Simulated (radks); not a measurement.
The numbers below are computed, except where a source is named.
Ru II, configuration [Kr] 4d6 5p1 (not the ground configuration). Level of theory: Dirac Kohn-Sham, LDA (Slater exchange, Perdew-Wang correlation), spin-unpolarised, spherical densities, point nucleus; open shells are shared between the two j in proportion to 2j + 1 (a radial shooting solver on a logarithmic mesh with Libxc functionals).

Spin-orbit splittings of the eigenvalues, e(l+1/2) - e(l-1/2), with zeta = 2 splitting/(2l+1) and mean radii in bohr:

| shell | occ. | splitting (eV) | zeta (eV) | <r> j=l-1/2 | <r> j=l+1/2 |
|---|---|---|---|---|---|
| 2p | 6 | 130.7 | 87.14 | 0.1237 | 0.1285 |
| 3p | 6 | ? | ? | 0.3961 | 0.4069 |
| 3d | 10 | 4.329 | 1.731 | 0.3824 | 0.3858 |
| 4p | 6 | 3.476 | 2.317 | 1.099 | 1.130 |
| 4d | 6 | 0.3682 | 0.1473 | 1.547 | 1.565 |
| 5p | 1 | 0.2772 | 0.1848 | 3.564 | 3.657 |

Estimate the 3p splitting.

Answer. 22.19 eV (zeta = 14.80 eV).
